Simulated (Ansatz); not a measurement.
Saddle point of Si$_{2}$NH$_{9}$O, closed shell (Si₂H₆O ([SiH3][O][SiH3]) + NH₃ → Si₂NH₇O ([NH2][SiH2][O][SiH3]) + H₂; bonds formed: Si1–N8, H2–H7; bonds broken: Si1–H2, H7–N8), PBE0-D4/def2-TZVP structure:

```
13
angstrom
Si -0.9467 0.2701 -0.5655
H 0.2843 1.0373 0.7168
O -0.5644 -1.1486 0.1590
Si 0.3519 -1.3635 1.5226
H -1.7173 -0.2433 -1.7431
H -1.8401 1.3019 0.0081
H 0.7178 1.3203 -0.3554
N 0.4691 1.0730 -1.4836
H -0.1655 -0.6140 2.6925
H 1.7801 -1.0316 1.2835
H 0.2557 -2.8199 1.8077
H 0.2505 1.8045 -2.1526
H 1.1245 0.4139 -1.8900
```

Energies are electronic, without zero-point energy. Barriers and step energies count from the start structure reached by relaxing down the imaginary mode; all methods use the PBE0-D4 structures, on which another method's saddle can fall below an end. Program: Ansatz 0.2.0. Basis: def2-TZVPP, with def2-QZVPP for the basis limit. Cores are frozen in the correlated methods. B3LYP uses VWN-RPA correlation. Extrapolation: Hartree–Fock as exp(−7.88 √X), correlation as X^−2.97.

```json
{"method": "SPW92", "barrier (kJ/mol)": "?", "step energy (kJ/mol)": "-16.4"}
{"method": "PBE-D4", "barrier (kJ/mol)": "?", "step energy (kJ/mol)": "-24.4"}
{"method": "BLYP-D4", "barrier (kJ/mol)": "169.1", "step energy (kJ/mol)": "-32.4"}
{"method": "r2SCAN-D4", "barrier (kJ/mol)": "162.5", "step energy (kJ/mol)": "-31.2"}
{"method": "B97M-V", "barrier (kJ/mol)": "168.1", "step energy (kJ/mol)": "-27.3"}
{"method": "PBE0-D4", "barrier (kJ/mol)": "164.2", "step energy (kJ/mol)": "-25.1"}
{"method": "B3LYP-D4", "barrier (kJ/mol)": "178.7", "step energy (kJ/mol)": "-32.1"}
{"method": "r2SCAN0-D4", "barrier (kJ/mol)": "?", "step energy (kJ/mol)": "-30.4"}
{"method": "BHLYP-D4", "barrier (kJ/mol)": "195.4", "step energy (kJ/mol)": "-32.2"}
{"method": "CAM-B3LYP-D4", "barrier (kJ/mol)": "183.0", "step energy (kJ/mol)": "-32.0"}
{"method": "wB97X-V", "barrier (kJ/mol)": "182.8", "step energy (kJ/mol)": "-29.2"}
{"method": "wB97M-V", "barrier (kJ/mol)": "178.9", "step energy (kJ/mol)": "-28.8"}
{"method": "B2PLYP", "barrier (kJ/mol)": "188.9", "step energy (kJ/mol)": "-30.8"}
{"method": "PBE-QIDH", "barrier (kJ/mol)": "178.1", "step energy (kJ/mol)": "-27.3"}
{"method": "RPA on PBE", "barrier (kJ/mol)": "190.5", "step energy (kJ/mol)": "-27.0"}
{"method": "HF", "barrier (kJ/mol)": "241.1", "step energy (kJ/mol)": "-34.1"}
{"method": "MP2", "barrier (kJ/mol)": "183.6", "step energy (kJ/mol)": "-34.6"}
{"method": "CCSD", "barrier (kJ/mol)": "196.4", "step energy (kJ/mol)": "-28.8"}
{"method": "CCSD(T)", "barrier (kJ/mol)": "187.4", "step energy (kJ/mol)": "-29.1"}
```

Problem. Fill in the withheld barriers. (To be estimated.)

Solution. The calculation gives: PBE-D4 151.6; r2SCAN0-D4 171.2; SPW92 123.5 kJ/mol. Each is the energy of the saddle less that of the start structure, by the same method.

For comparison, the barrier by CCSD(T) at an estimated basis limit (MP2 extrapolated from triple and quadruple zeta, plus CCSD(T) − MP2 in triple zeta) is 184.5 kJ/mol.

No T1 diagnostic of these runs exceeds 0.012.

Labels in which every atom is bracketed show which atoms are joined, not bond orders.

For scale, one of the runs: CCSD(T)/def2-TZVPP, 272 basis functions, launched by `ansatz run in.yaml --threads 8 --pin off --events-out ev --progress --plain --max-ram 19148MiB`. Time: 94 s of wall clock on 8 CPU threads of an Arm Neoverse V1; the host was shared. Peak host memory: 6.9 GiB.
